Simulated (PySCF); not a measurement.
# Electron correlation in Bi²⁺ (bismuth, charge +2)

[Xe] 4f14 5d10 6s2 6p1, 2P determinant. Computed with PySCF 2.14 in aug-cc-pwCVTZ-DK3, with scalar relativity by spin-free X2C-1e. Frozen: [Kr] 4d10 4f14; 21 electrons correlated.

MP2 pair energies summed by pair of shells (mhartree):

```json
{"pair": "5d-5d", "energy": "-287.09", "share (%)": "43.7"}
{"pair": "5p-5d", "energy": "-117.08", "share (%)": "17.8"}
{"pair": "5d-6s", "energy": "-105.65", "share (%)": "16.1"}
{"pair": "5p-5p", "energy": "-33.11", "share (%)": "5.0"}
{"pair": "5d-6p", "energy": "-26.59", "share (%)": "4.1"}
{"pair": "5s-5d", "energy": "-20.98", "share (%)": "3.2"}
{"pair": "6s-6s", "energy": "-16.74", "share (%)": "2.6"}
{"pair": "5s-5p", "energy": "-15.34", "share (%)": "2.3"}
{"pair": "6s-6p", "energy": "-13.21", "share (%)": "2.0"}
{"pair": "5p-6s", "energy": "-13.13", "share (%)": "2.0"}
{"pair": "5p-6p", "energy": "-3.06", "share (%)": "0.5"}
{"pair": "5s-5s", "energy": "-2.76", "share (%)": "0.4"}
{"pair": "5s-6s", "energy": "-1.25", "share (%)": "0.2"}
{"pair": "5s-6p", "energy": "-0.31", "share (%)": "0.0"}
```

Total MP2 correlation energy: -656.30 mhartree.

Same-spin part -226.26 and opposite-spin part -430.04 mhartree; SCS-MP2 scales them by 1/3 and 6/5 to -591.47 mhartree.
